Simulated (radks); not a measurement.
Results of a calculation; reference values are marked as such.
Initial-state core-level shifts of neutral manganese when its valence configuration changes from [Ar] 3d5 4s2. Level of theory: Dirac Kohn-Sham, PBE, spin-unpolarised, spherical densities, finite nucleus; open shells fill j = l - 1/2 first; Fermi nuclear charge, rms radius 3.7057 fm (a radial shooting solver on a logarithmic mesh with Libxc functionals). Shifts are changes of the shell-averaged eigenvalues in eV (positive: less bound); the change of the density at the nucleus, which sets a Mossbauer isomer shift, is in e/bohr^3, on a base of 1.317e+04.

\begin{tabular}{lrrrrr}
valence & 2s & 2p & 3s & 3p & density at nucleus \\ \hline
3d6 4s1 & +4.737 & +4.680 & +4.254 & +4.111 & -6.960 \\
3d5 4s1 4p1 & -1.520 & -1.525 & -1.597 & -1.601 & -4.810 \\
3d4.5 4s1 4p1.5 & -5.353 & -5.321 & -4.998 & -4.900 & -3.327 \\
3d3.5 4s2 4p1.5 & -12.933 & -12.812 & -11.151 & -10.813 & +7.406 \\
3d5.5 4s1 4p0.5 & +1.857 & +1.823 & +1.508 & +1.423 & -6.020 \\
3d4 4s2 4p1 & -8.229 & -8.154 & -7.236 & -7.026 & +4.651 \\
3d7 & +7.399 & +7.305 & +6.753 & +6.527 & -11.705 \\
3d5.5 4s1.5 & +2.629 & +2.598 & +2.332 & +2.253 & -3.830 \\
3d6 4p1 & +3.353 & +3.286 & +2.742 & +2.583 & -11.415 \\
\end{tabular}
